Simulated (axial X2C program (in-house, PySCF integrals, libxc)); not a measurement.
**Spin–orbit effects down a group: molecules with Cr, HF**

All values come from calculations with an in-house all-electron X2C program for linear molecules (integrals from PySCF), spin-free (one-electron X2C) or two-component (2c: spin–orbit coupling with atomic mean-field Coulomb and Gaunt terms, which also bring small scalar terms), in Dyall basis sets with cores contracted in-house; open shells are unrestricted.

Basis sets: Cl dyall-av3z, Cr dyall-cv3z, F dyall-av3z, I dyall-cv3z.

```tsv
molecule	spin-free state	Re (Å)	ωe (cm⁻¹)	De (eV)	2c state	Re 2c (Å)	ωe 2c (cm⁻¹)	De 2c (eV)
CrF	M_S = 5/2, Λ = 0	1.812	672.8	3.48	Ω = 5/2	1.812	672.5	3.46
CrCl	M_S = 5/2, Λ = 0	2.277	393.1	2.82	Ω = 5/2	2.278	392.9	2.75
CrI	M_S = 5/2, Λ = 0	2.676	212.9	1.88	Ω = 5/2	2.680	211.7	1.58
```

Work out the shifts from the spin-free to the two-component result.



| molecule | 2c state | ΔRe (Å) | Δωe (cm⁻¹) | ΔDe (eV) |
| --- | --- | --- | --- | --- |
| CrF | Ω = 5/2 | 0.000 | -0.3 | -0.02 |
| CrCl | Ω = 5/2 | 0.001 | -0.2 | -0.07 |
| CrI | Ω = 5/2 | 0.004 | -1.2 | -0.30 |

Shifts of one unit in the last digit are rounding.

Each entry is the lowest single determinant of a limited PBE0 search at one distance. De goes to single-determinant-based atoms at the same level (for ions the charge split of lowest energy) and is withheld (n/a) where an atom does not fit its ground term or J level. Main or longest-lived isotopes. One determinant is a doubtful description, or other states lie close, for CrF, CrCl, CrI; these need not be ground states, and all values refer to the states named. With several unpaired electrons the Ω given is that of one determinant, not necessarily of the lowest component.
